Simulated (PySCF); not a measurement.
diiodomethane (CH₂I₂), singlet, at a GFN2-xTB geometry (all electrons, no relativity). Base run: HF/STO-3G (PySCF).

Geometry (Å):
```xyz
5

I     -1.8013     0.1035     0.0106
C     -0.0064    -1.0712     0.0281
I      1.8024     0.0813    -0.0154
H     -0.0035    -1.6600     0.9378
H     -0.0167    -1.7069    -0.8494
```
Charge 0, spin multiplicity 1.
All else is at PySCF's defaults.
Base energy -13739.94575 Eh.

Each row names what was changed in the base input (with any setting that the change needs).

| change | ΔE vs base (mEh) | SCF cycles |
|---|---|---|
| base | 0.000 | 8 |
| damp = 0.5; diis_start_cycle = 5 | 0.000 | 11 |
| diis_space = 2 | 0.000 | 10 |
| level_shift = 0.5 (with mf.max_cycle = 100) | 0.000 | 15 |
| level_shift = 1.0 (with mf.max_cycle = 100) | 0.000 | 22 |
| diis = off; damp = 0.6 (with mf.diis_start_cycle = 200; with mf.max_cycle = 150) | 0.000 | 29 |
| solver = newton | 0.000 | - |
| conv_tol = 1e-7 | 0.000 | 7 |
| DIIS = EDIIS | 0.000 | 23 |
| diis_space = 4 | 0.000 | 9 |
| diis_space = 20 | 0.000 | 8 |
| conv_tol = 1e-6 | 0.000 | 7 |
| level_shift = 0.3 (with mf.max_cycle = 100) | 0.000 | 12 |
